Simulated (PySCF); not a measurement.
(F2Al-mu-F)2.
Bonds: Al1–F2, Al1–F3, Al1–F4, Al1–F8, F4–Al5, Al5–F6, Al5–F7, Al5–F8.

Computed with PBE0-D3(BJ)/def2-SVP geometry optimisation, gas phase in PySCF.

(1) What internal coordinates does the optimisation give?

Results:

(1) 
```
                   bond  length (Å)
Al1–F2 and 3 like bonds       1.643
Al1–F4 and 3 like bonds       1.815
```

Bonds in one row agree within 0.01 Å and their mean is given. A selection of angles:
```
     angle  degrees
 F2–Al1–F3    124.5
 F2–Al1–F4    110.8
 F4–Al1–F8     80.3
Al1–F4–Al5     99.7
 F6–Al5–F7    124.6
```

Dihedral angles: F2–Al1–F4–Al5 108° (anticlinal); F2–Al1–F8–Al5 -109° (anticlinal); Al1–F4–Al5–F6 109° (anticlinal); F4–Al5–F8–Al1 0° (synperiplanar).

The Al–F distances run from 1.643 Å (Al5–F6) to 1.815 Å (Al5–F8), a spread of 0.172 Å. Al1 (aluminium bonded to 4 F) has angles from 80.3° to 124.5°.

Point group: D2h (every atom within 0.08 Å of its image). Stationary, but not proved a minimum. The numbers are those of one conformer.

Hardware: Intel Xeon Platinum 8259CL at 2.50 GHz, one thread, shared host with 96 logical CPUs at a one-minute load of 107. Cost: 1.7 min wall, 0.48 GiB resident at most. This is the geometry optimisation.
